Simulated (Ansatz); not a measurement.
`C=N[SiH2]N[SiH3]` + `B[SiH2]Cl` → `[SiH3]B[SiH2]Cl` + `C=N[SiH2]N`  (formal exchange of groups at the Si–N bond)

Gas-phase electronic energies from Ansatz, PBE0-D4/def2-TZVP geometries. CBS: MP2 limit from def2 TZ/QZ plus the TZ coupled-cluster correction, frozen cores. Functionals use def2-TZVPP. One conformer a species, not always the lowest.

CCSD(T)/CBS gives +0.66 eV.

Question: Another level gave +0.59 eV. Which?
A. RPA@PBE/def2-TZVPP
B. SCS-MP2/def2-TZVPP
C. r2SCANh-D4/def2-TZVPP
D. HF/def2-TZVPP

Answer: C. r2SCANh-D4 0.59, HF/def2-TZVPP 0.82, RPA@PBE/def2-TZVPP 0.69, SCS-MP2/def2-TZVPP 0.77 eV.

Largest T1 diagnostic among the species: 0.012.

At CCSD(T), def2-SVP lies −0.04 eV from the extrapolated value and def2-TZVPP +0.00 eV. Leaving LDA and LC-ωPBE aside and taking each functional with its dispersion term where it has one, the values, not all of them listed here, spread over 0.29 eV, from PBE-D4 to BHLYP-D4. In def2-TZVPP, CCSD(T) changes the Hartree–Fock value by −0.17 eV (the triples alone add −0.02 eV) and MP2 by −0.08 eV.
